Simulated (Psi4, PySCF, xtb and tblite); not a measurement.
Internal rotation in SMILES c1cc(C=O)sc1O (C5H4O2S), singlet. Scanned: dihedral O1–C2–C3–S8; all other coordinates were relaxed at GFN2-xTB. Points at φ and −φ are mirror images. Heavy atoms are numbered in the order of the SMILES O=Cc1ccc(O)s1, hydrogens after them in the order of the atoms that carry them; the mirror image has the same energies with the sign of each dihedral reversed.

RHF/LANL2DZ = restricted Hartree-Fock/LANL2DZ, with its core potentials past Ne // GFN2-xTB (PySCF 2.14.0); GFN2-xTB (xtb and tblite); RMP2/3-21G = restricted MP2 (frozen core)/3-21G // GFN2-xTB (PySCF); MP2/cc-pVTZ = DF-MP2 (frozen core)/cc-pVTZ // GFN2-xTB run with Psi4.

Energies relative to the lowest point of each profile, in kJ/mol; the last columns give the difference from MP2:

```tsv
φ / °	RHF/LANL2DZ	GFN2-xTB	RMP2/3-21G	MP2/cc-pVTZ	RHF/LANL2DZ − MP2/cc-pVTZ	GFN2-xTB − MP2/cc-pVTZ	RMP2/3-21G − MP2/cc-pVTZ
-165	9.3	2.0	12.8	11.0	-1.8	-9.1	1.7
-150	16.2	7.7	20.2	17.5	-1.3	-9.8	2.7
-135	26.4	16.6	31.0	27.5	-1.1	-10.9	3.5
-120	37.6	27.3	43.0	39.3	-1.7	-12.0	3.6
-105	46.3	37.5	52.7	49.8	-3.5	-12.4	2.8
-90	49.1	42.4	56.1	53.8	-4.7	-11.4	2.3
-75	46.7	38.5	52.3	49.0	-2.3	-10.5	3.3
-60	37.4	29.1	41.6	37.7	-0.3	-8.6	3.9
-45	24.3	18.4	27.4	24.0	0.4	-5.6	3.4
-30	11.9	9.1	13.6	11.5	0.3	-2.4	2.1
-15	3.1	2.9	3.7	3.0	0.1	-0.1	0.6
0	0.0	0.7	0.0	0.0	0.0	0.7	0.0
15	3.1	2.9	3.7	3.0	0.1	-0.1	0.6
30	11.9	9.1	13.6	11.5	0.3	-2.4	2.1
45	24.3	18.4	27.4	24.0	0.4	-5.6	3.4
60	37.4	29.1	41.6	37.7	-0.3	-8.6	3.9
75	46.7	38.5	52.3	49.0	-2.3	-10.5	3.3
90	49.1	42.4	56.1	53.8	-4.7	-11.4	2.3
105	46.3	37.5	52.7	49.8	-3.5	-12.4	2.8
120	37.6	27.3	43.0	39.3	-1.7	-12.0	3.6
135	26.4	16.6	31.0	27.5	-1.1	-10.9	3.5
150	16.2	7.7	20.2	17.5	-1.3	-9.8	2.7
165	9.3	2.0	12.8	11.0	-1.8	-9.1	1.7
180	6.8	0.0	10.2	8.8	-2.0	-8.8	1.4
```

RHF/LANL2DZ is furthest from MP2/cc-pVTZ at -90 (-4.7 kJ/mol, below); its mean absolute difference over the points is 1.6 kJ/mol.

GFN2-xTB is furthest from MP2/cc-pVTZ at -105 (-12.4 kJ/mol, below); its mean absolute difference over the points is 8.1 kJ/mol.

RMP2/3-21G is furthest from MP2/cc-pVTZ at -60 (3.9 kJ/mol, above); its mean absolute difference over the points is 2.6 kJ/mol.
